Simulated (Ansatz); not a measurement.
Relaxation of BClFH₃O (7 atoms, charge 0, multiplicity 1), to a largest force component of 0.03 eV/Å in at most 50 steps.

Theory: RKS LDA/def2-mTZVP in Ansatz.

```xyz
7
Properties=species:S:1:pos:R:3:forces:R:3
B -0.073 -0.239 0.159 0.02 -0.33 1.08
O -0.046 -0.465 1.512 -0.07 -0.06 -1.06
H -0.941 -0.557 1.896 0.02 0.00 -0.01
F 1.070 -0.154 -0.484 0.00 0.00 0.00
Cl -1.580 -0.129 -0.744 0.00 0.00 0.00
H 0.141 2.112 0.559 -0.07 1.15 -1.48
H 0.173 1.713 1.158 0.11 -0.76 1.47
```

**Question.** Where does it end, and by what steps?

**Answer.** It converged. The force dipped under the threshold on the way, but the program's further checks kept it going. After 20 steps the energy has fallen by 0.125 eV; H7 moved furthest, 0.45 Å.

```
step  energy less start (eV)  largest force component (eV/Å)  accepted
   0                  0.0000                           1.480       yes
   1                 -0.1090                           0.596       yes
   2                 -0.1183                           0.218       yes
   3                 -0.1187                           0.183       yes
   4                 -0.1210                           0.102       yes
   5                 -0.1214                           0.086       yes
   6                 -0.1216                           0.078       yes
   7                 -0.1218                           0.262       yes
   8                 -0.1231                           0.049       yes
   9                 -0.1236                           0.043       yes
  10                 -0.1233                           0.191        no
  11                 -0.1238                           0.041       yes
  12                 -0.1225                           0.286        no
  13                 -0.1242                           0.012       yes
  14                 -0.1238                           0.182        no
  15                 -0.1244                           0.039       yes
  16                 -0.1244                           0.082       yes
  17                 -0.1246                           0.037       yes
  18                 -0.1247                           0.021       yes
  19                 -0.1247                           0.072        no
  20                 -0.1248                           0.017       yes
```

```xyz
7
Properties=species:S:1:pos:R:3
B -0.076 -0.353 0.193
O -0.089 -0.693 1.490
H -0.984 -0.745 1.877
F 1.081 -0.259 -0.428
Cl -1.556 -0.056 -0.723
H -0.041 2.290 0.526
H 0.409 2.097 1.120
```

Whether the end is a true minimum wasn't checked by a vibrational analysis.

Time of the run: 12 s on 2 threads of Intel(R) Xeon(R) 6975P-C (Granite Rapids), with other jobs on the host, peak memory 0.16 GiB.
